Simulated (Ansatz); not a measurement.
Single points on CuSi₆⁺.

```yaml
crystal:
  periodic: [false, false, false]
  atoms:
    - {symbol: Cu, position_ang: [1.963629, -1.051706, 0.351738]}
    - {symbol: Si, position_ang: [-0.425825, 1.253279, -2.010586]}
    - {symbol: Si, position_ang: [-1.922991, -0.404673, 1.390270]}
    - {symbol: Si, position_ang: [-1.214545, 1.611691, 0.251050]}
    - {symbol: Si, position_ang: [0.192145, -1.250632, 1.904124]}
    - {symbol: Si, position_ang: [-0.278715, -0.561844, -0.396609]}
    - {symbol: Si, position_ang: [1.686300, 0.403885, -1.489997]}
basis:
  gaussian: {orbitals: def2-TZVP, initial_orbitals: start.molden}
total_charge: 1
hamiltonian: {xc: pbe0, dispersion: d4}
scf: {omitted_lower_state_checks: [starts]}
output: {orbitals: {seedname: orbitals}}
```

The file start.molden holds the orbitals of an earlier run on this structure, at another level or in another basis.

```sh
$ ansatz run in.yaml --threads 4 --pin off --events-out ev --progress --plain --max-ram 4787MiB
```

Output, abridged:

```
Functional definition: PBE0
2150 factors; their error is unknown
mean field evaluation 1: about -91806.0863 eV, gradient 2.2e2 eV
mean field evaluation 2: about -91837.8439 eV, gradient 4.1e1 eV
mean field evaluation 4: about -91868.4431 eV, gradient 1.4e1 eV
mean field evaluation 8: about -91873.3372 eV, gradient 1.8e-1 eV
mean field -91873.33721755 eV, -3376.2828687605 hartree, gradient 1.8e-5 eV, S^2 0.000000; 0 other end points of the search recorded, 0 dependent functions left out
reference -91873.33724924 eV, -3376.2828699248 hartree; 56, 56 occupied and 211, 211 virtual orbitals, 2150 factors
Total energy: -91873.91752720 eV, -3376.3041947466 hartree
Checks for a lower state left out: starts
```

It took 13 s on 4 threads of Arm Neoverse V2 on a shared host, peak host memory 1.4 GiB.

First input, but with `hamiltonian: {xc: hse06, dispersion: d4}` (abridged; 10 s):

```
Functional definition: HSE06
mean field -91872.30301843 eV, -3376.2448626436 hartree, gradient 4.2e-5 eV, S^2 0.000000
Total energy: -91872.86472030 eV, -3376.2655048065 hartree
Checks for a lower state left out: starts
```

First input, but with `hamiltonian: {xc: {name: B97M-V}}` (abridged; 19 s):

```
Functional definition: B97M-V
mean field -91878.94054386 eV, -3376.4887872042 hartree, gradient 5.0e-5 eV, S^2 0.000000
Total energy: -91878.94060741 eV, -3376.4887895394 hartree
Checks for a lower state left out: starts
```

First input, but with `gaussian: {orbitals: def2-SVP, initial_orbitals: start.molden}`, `correlation: {method: ccsd_t, frozen_orbitals: {Cu: 9, Si: 5}}` and without the key `hamiltonian` (abridged; 12 s):

```
Functional definition: HF
mean field -91739.49422426 eV, -3371.3642294790 hartree, gradient 2.6e-6 eV, S^2 0.000000; unrestricted orbitals would lower it
39 core orbitals not correlated: weight in the atoms' cores, before any rotation towards them, 1.000 or more for the frozen orbitals, at most 0.000 for the correlated occupied ones
second order -24.15854252 eV of doubles, -0.00000000 eV of singles
cycle   1  -21.55870608 eV  change     2.6e0 eV  update   3.1e-1
cycle   2  -23.10148256 eV  change    -1.5e0 eV  update   1.8e-1
cycle   3  -23.42203736 eV  change   -3.2e-1 eV  update   8.1e-2
cycle   4  -23.49347232 eV  change   -7.1e-2 eV  update   3.7e-2
cycle   5  -23.45503210 eV  change    3.8e-2 eV  update   1.8e-2
cycle   6  -23.44729535 eV  change    7.7e-3 eV  update   1.1e-2
cycle   7  -23.45139474 eV  change   -4.1e-3 eV  update   4.9e-3
cycle   8  -23.44846276 eV  change    2.9e-3 eV  update   2.2e-3
cycle   9  -23.44755185 eV  change    9.1e-4 eV  update   1.5e-3
cycle  10  -23.44912306 eV  change   -1.6e-3 eV  update   7.0e-4
cycle  11  -23.44960963 eV  change   -4.9e-4 eV  update   4.3e-4
cycle  12  -23.44904208 eV  change    5.7e-4 eV  update   1.8e-4
cycle  13  -23.44917453 eV  change   -1.3e-4 eV  update   9.6e-5
cycle  14  -23.44911785 eV  change    5.7e-5 eV  update   4.5e-5
cycle  15  -23.44906245 eV  change    5.5e-5 eV  update   2.8e-5
cycle  16  -23.44907787 eV  change   -1.5e-5 eV  update   1.3e-5
perturbative correction -1.99204833 eV, -0.0732064257 hartree
Total energy: -91764.93535046 eV, -3372.2991736222 hartree
Checks for a lower state left out: starts
```

First input, but with `hamiltonian: {xc: r2scan, dispersion: d4}` (abridged; 13 s):

```
Functional definition: r2SCAN
mean field -91895.34330525 eV, -3377.0915775671 hartree, gradient 2.6e-5 eV, S^2 0.000000
Total energy: -91895.47917306 eV, -3377.0965706170 hartree
Checks for a lower state left out: starts
```

As the first input, with `hamiltonian: {xc: pbe, dispersion: d4}`, `output: {forces: true, orbitals: {seedname: orbitals}}` (abridged; 6 s):

```
Functional definition: PBE
mean field -91870.25553471 eV, -3376.1696190048 hartree, gradient 9.7e-6 eV, S^2 0.000000
Total energy: -91870.92369984 eV, -3376.1941736204 hartree
Atom 0 force    -0.293286     0.133943    -0.063826 eV/Å
Atom 1 force    -0.006676    -0.016656     0.192127 eV/Å
Atom 2 force     0.118310     0.121757    -0.091741 eV/Å
Atom 3 force     0.069429    -0.327245    -0.129046 eV/Å
Atom 4 force     0.070716     0.023800    -0.153867 eV/Å
Atom 5 force     0.091714     0.174418     0.125499 eV/Å
Atom 6 force    -0.050207    -0.110018     0.120855 eV/Å
Dipole moment:     0.004142     0.080475     0.041073 e Å
Checks for a lower state left out: starts
```

Geometry: B3LYP-D4/def2-SVP.

HSE06 is defined as in plane-wave codes, on full-range PBE exchange. Correlated methods freeze 39 core orbitals. The restricted singlet is unstable towards broken spin symmetry in Hartree–Fock (as tested in another run); at PBE0-D4/def2-TZVP, HSE06-D4/def2-TZVP, B97M-V/def2-TZVP, r2SCAN-D4/def2-TZVP and others this wasn't settled. At CCSD(T)/def2-SVP the restricted singlet (for correlated methods, its reference) is unstable: a solution with broken spin symmetry lies lower. No other spin state of charge 1 was run. Another isomer (singlet) lies 1.03 eV lower at PBE0-D4/def2-TZVP; other spin states weren't run for this one.
